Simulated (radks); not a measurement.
Question: Valence configurations of neutral nitrogen (all share [He]). Method: scalar-relativistic Kohn-Sham, PBE, spin-polarised, spherical densities, finite nucleus; open shells are filled with parallel spins first; Fermi nuclear charge, rms radius 2.5582 fm; computed with a radial shooting solver on a logarithmic mesh with Libxc functionals. Order these by energy: 2s1 2p4; 2p5; 2s0.5 2p4.5; 2s2 2p3; 2s1.5 2p3.5.

Answer: From the lowest, in eV above it: 2s2 2p3 0.000; 2s1.5 2p3.5 5.566; 2s1 2p4 11.101; 2s0.5 2p4.5 18.842; 2p5 25.791. NIST lists [He] 2s2 2p3 as the ground configuration; this level of theory agrees among the configurations tried. The energies are those of spherical high-spin densities, not of single terms.
